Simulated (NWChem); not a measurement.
System: hydronium (H$_{3}$O cation); SMILES [OH3+]

The following NWChem deck was run.

```
start job
memory heap 200 mb stack 900 mb global 1100 mb
charge 1
geometry units angstroms noautosym nocenter noautoz
  O      0.000000     0.000000     0.078775
  H      0.669342     0.669342    -0.207386
  H      0.244996    -0.914338    -0.207386
  H     -0.914338     0.244996    -0.207386
end
basis spherical
  O library def2-tzvp
  H library def2-tzvp
end
dft
  xc xpbe96 cpbe96
  iterations 150
end
property
  shielding 2 1 2
end
task dft property
```

All runs use the structure optimised with B3LYP/6-31G* (spherical d).

GIAO values for the isolated, static molecule; σ is the absolute isotropic shielding.

Atoms are numbered as in the input.

Problem. Predict the main results of this run. (PBE/def2-TZVP, GIAO.) Quantities: basis functions; σ O1 (ppm); σ H2 (ppm).

Solution. 
```yaml
number_of_basis_functions: 49
"σ O1 (ppm)": 299.2
"σ H2 (ppm)": 24.61
```
